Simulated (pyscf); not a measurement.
A first-order saddle from PySCF, ωB97X-D3(BJ)/def2-SVP:

```xyz
13

C      1.4649     0.6056     0.5167
C      0.5221     0.2080     1.4774
C     -0.7571    -0.2181     1.0314
C     -0.8631    -0.3205    -0.4410
H      1.6140     0.0419    -0.4063
H      2.3255     1.1940     0.8491
H      0.6412     0.5106     2.5232
H     -1.5652    -0.4662     1.7233
H     -0.0903    -0.8861    -0.9764
H     -1.8739    -0.4949    -0.8260
Si    -0.5865     1.5356     0.0069
H     -0.1345     2.6942     0.8332
H     -1.8530     2.1342    -0.5820
```
Charge 0, spin multiplicity 1.

Surface: singlet, charge 0. Lowest wavenumbers (cm⁻¹): 389i, 184, 418, 457, 490.

Task: Which two sides does it connect, and which bonds change?

Result: `[CH]1=[CH][CH2][SiH2][CH2]1` ⇌ `[CH2]=[CH][CH]1[CH2][SiH2]1`, a group migration read from left to right: C–Si broken and C–Si formed. At ωB97M-D3(BJ)/def2-TZVP it lies +2.59 eV from the left side and +1.12 eV from the right (each side as separated species at their lowest minima found). At the saddle there is also a short C–Si contact that neither side keeps. This is the saddle that the search found; another between the same sides may lie lower.
